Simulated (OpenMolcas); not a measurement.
A calculation on Ge2+.

```
Program             : OpenMolcas
Method              : MS-CASPT2, IPEA 0.25 Eh, imaginary shift 0.1 Eh (closed shells correlated: 3d)
Basis               : ANO-RCC-VTZP [6s5p3d1f]
Scalar Hamiltonian  : DKH2, point nucleus
Active space        : 2 electrons in 8 orbitals (4s 4p 5s 5p)
State averaging     : 2S+1 = 3 even, 3 roots; 2S+1 = 1 even, 7 roots; 2S+1 = 3 odd, 3 roots; 2S+1 = 1 odd, 3 roots
Spin-orbit coupling : RASSI with atomic mean-field integrals over the reference wave functions, term energies averaged over their components
```

(1) Which level of the active space comes out lowest?

(2) How high does 4s 4p 3P* 2 lie?

(3) How high does 4s 4p 3P* 0 lie?

(4) How high does 4s 4p 3P* 1 lie?

Measured values: Sugar and Musgrove, J. Phys. Chem. Ref. Data 22, 1213 (1993).

Answers

(1) 4s2 1S0, with 100 % of that term; it is also the measured ground level.

(2) 62490 cm-1 above the lowest level; measured 64144 cm-1 above the ground level, so the calculation is off by -3 %.

(3) 60460 cm-1 above the lowest level; measured 61734 cm-1 above the ground level, so the calculation is off by -2 %.

(4) 61110 cm-1 above the lowest level; measured 62500 cm-1 above the ground level, so the calculation is off by -2 %.

Over all roots computed the reference weight is 0.90 to 0.97; the roots of lowest weight are the least certain, and an intruder state may touch them. The run also gave levels led by 4s 5s, which use shells meant for correlation; these and all levels above them are left out. Measured partners are found by configuration, term and J. A level has none where our copy of the source lacks it or the pairing is in doubt (some pairs that miss far off the trend of their configuration count as doubtful), and it then counts in no deviation. Only configurations of the active space appear.

* marks odd parity.
